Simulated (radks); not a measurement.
Results of a calculation; reference values are marked as such.
Q: The mean radii <r> (bohr) of the occupied orbitals of an atom or ion are listed with their occupations. Level of theory: non-relativistic Kohn-Sham, SCAN, spin-unpolarised, spherical densities, point nucleus; meta-GGA in the generalised Kohn-Sham scheme (a radial shooting solver on a logarithmic mesh with Libxc functionals).

orbital  occ.      <r>
1s          2  0.02334
2s          2  0.09920
2p          6  0.08416
3s          2   0.2553
3p          6   0.2453
3d         10   0.2177
4s          2   0.5754
4p          6   0.5889
4d         10   0.6226
5s          2    1.387
5p          6    1.536
4f          8   0.7930

Name the element and its charge.

A: Z = 65, terbium, charge +3: Tb3+ in [Xe] 4f8. The 1s radius gives Z: for a bare nucleus <r> = 1.5/Z, 0.02308 bohr for Z = 65, and screening makes it slightly larger (0.02334 here). The occupations add up to 62, and the charge is Z minus that.
